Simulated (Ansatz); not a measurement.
Reaction: CH4B (SMILES B[CH2], doublet) → CH4B (SMILES [BH]C, doublet)
Each species at its own B3LYP-D3(BJ)/def2-TZVP minimum (Ansatz, a first-principles code).

Total energies in hartree (Ansatz). UHF or UKS for unpaired electrons; spin-orbit terms are left out. Cores are frozen in correlated methods. No relativity.

| species | HF/cc-pVTZ | CCSD(T)/cc-pVTZ | HF/cc-pVQZ | CCSD(T)/cc-pVQZ | CCSDT(Q)/cc-pVTZ |
|---|---|---|---|---|---|
| 1: CH4B (SMILES B[CH2], doublet) | -64.84764 | -65.13779 | -64.85191 | -65.15561 | -65.13891 |
| 2: CH4B (SMILES [BH]C, doublet) | -64.82765 | -65.12337 | -64.83179 | -65.14141 | -65.12443 |

### Question
Work out the isomerisation energy (electronic) in kcal/mol: take Hartree-Fock from cc-pVQZ, extrapolate the CCSD(T) correlation energy as X^-3 (X = 3, 4), and add CCSDT(Q) - CCSD(T) in cc-pVTZ. 1 hartree = 627.51 kcal/mol.

### Answer

Species 1: correlation (64·(-0.30370) - 27·(-0.29015))/37 = -0.31359; step -0.00112; E1 = -64.85191 + (-0.31359) + (-0.00112) = -65.16662
Species 2: correlation (64·(-0.30962) - 27·(-0.29572))/37 = -0.31976; step -0.00106; E2 = -64.83179 + (-0.31976) + (-0.00106) = -65.15261
-1·E1 +1·E2 = 0.01401 hartree = 8.8 kcal/mol.
